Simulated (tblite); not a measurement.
Input of a run (GFN2-xTB geometry optimisation, gas phase (tblite 0.8.0)), started from a force field or distance geometry:
```
{"job": {"kind": "relax", "xc": "GFN2-xTB", "basis": "xTB"}, "charge": 0, "multiplicity": 1}
C     -2.004400     1.412400     0.009800
O     -1.391500     0.464900    -0.842600
C     -0.805300    -0.656500    -0.127700
C     -0.448000    -1.683800    -1.196800
C      0.412600    -0.266400     0.721700
O      1.434200     0.281500    -0.116400
C      2.559900     0.695600     0.641600
F      3.040700    -0.366300     1.338900
F      2.169200     1.619700     1.546700
H     -2.554300     2.126300    -0.617500
H     -2.736300     0.932300     0.677400
H     -1.273600     1.967900     0.589700
H     -1.585100    -1.085500     0.534200
H      0.260000    -1.283500    -1.925000
H     -0.008500    -2.574600    -0.731900
H     -1.342200    -1.992100    -1.735600
H      0.128600     0.473800     1.476500
H      0.793600    -1.161800     1.226100
H      3.340300     1.105200     0.006600
```

Output (eV, eV/Å):
```
step      E/eV     max force
  0    -908.82801    2.662
  1    -908.97740    0.729
  2    -908.99685    0.374
  3    -909.00433    0.267
  4    -909.02052    0.268
  5    -909.02318    0.213
  6    -909.02648    0.108
  7    -909.02791    0.107
  8    -909.02905    0.064
  9    -909.02974    0.069
 10    -909.03065    0.085
 11    -909.03187    0.113
 12    -909.03348    0.123
 13    -909.03513    0.111
 14    -909.03658    0.088
 15    -909.03780    0.080
 16    -909.03880    0.069
 17    -909.03950    0.071
 18    -909.03994    0.050
 19    -909.04022    0.047
 20    -909.04042    0.045
 21    -909.04060    0.026
 22    -909.04077    0.034
 23    -909.04094    0.037
 24    -909.04110    0.027
 25    -909.04122    0.025
 26    -909.04134    0.027
 27    -909.04145    0.028
 28    -909.04158    0.026
 29    -909.04169    0.025
 30    -909.04177    0.020
 31    -909.04183    0.021
 32    -909.04189    0.023
 33    -909.04195    0.021
 34    -909.04201    0.016
 35    -909.04206    0.017
 36    -909.04212    0.020
 37    -909.04221    0.026
 38    -909.04230    0.025
 39    -909.04236    0.021
 40    -909.04240    0.019
 41    -909.04245    0.016
 42    -909.04250    0.021
 43    -909.04255    0.019
 44    -909.04259    0.020
 45    -909.04264    0.019
 46    -909.04268    0.017
 47    -909.04272    0.017
 48    -909.04275    0.011
 49    -909.04278    0.011
 50    -909.04280    0.011
 51    -909.04282    0.014
 52    -909.04285    0.012
 53    -909.04287    0.011
 54    -909.04288    0.011
 55    -909.04290    0.009
```

Task: Summarise the run.

Result: The energy falls by 20.7 kJ/mol over 55 L-BFGS steps, the largest force on an atom goes from 2.66 to 0.009 eV/Å, and the atoms move by 0.079 Å rms after alignment. The bond that changes most is O6–C7 (ether oxygen to CHF2 carbon), which shortens by 0.093 Å. Bonds longer at the end by more than 0.005 Å: 4 of 18; shorter: 6. Among the angles that change most is C5–O6–C7, from 111.4° to 115.4°. The energy never rose by more than 1e-5 eV on the way. The first step brought 70 % of the lowering.

Task: What are the final bond lengths?

Result: C1–O2 1.406 Å, O2–C3 1.407 Å, C3–C4 1.525 Å, C3–C5 1.538 Å, C5–O6 1.436 Å, O6–C7 1.326 Å, C7–F8 1.363 Å, C7–F9 1.363 Å, C1–H10 1.088 Å, C1–H11 1.097 Å, C1–H12 1.095 Å, C3–H13 1.106 Å, C4–H14 1.085 Å, C4–H15 1.086 Å, C4–H16 1.086 Å, C5–H17 1.095 Å, C5–H18 1.095 Å, C7–H19 1.100 Å. Numbering counts from 1 in the input's order; the species is `CO[C@@H](C)COC(F)F`.

On one thread of an Arm Neoverse N1, no GPU, shared host with 64 logical CPUs at a one-minute load of 57, this took 0.53 s wall.

Its GFN2-xTB frequencies are all real (lowest 18 cm⁻¹). One conformer, not necessarily the lowest. 3 starts were optimised and ended at 0.00, 2.50 and 4.63 kcal/mol (GFN2-xTB); the lowest of these is shown.

The values belong to the conformer `[CH3:1][O:2][C@@H:3]([CH3:4])[CH2:5][O:6][CH:7]([F:8])[F:9]`: C1–O2–C3–C4 170°, O2–C3–C5–O6 -61°, C3–C5–O6–C7 176°, C5–O6–C7–F8 59°.

The numbers are calculated, not measured.
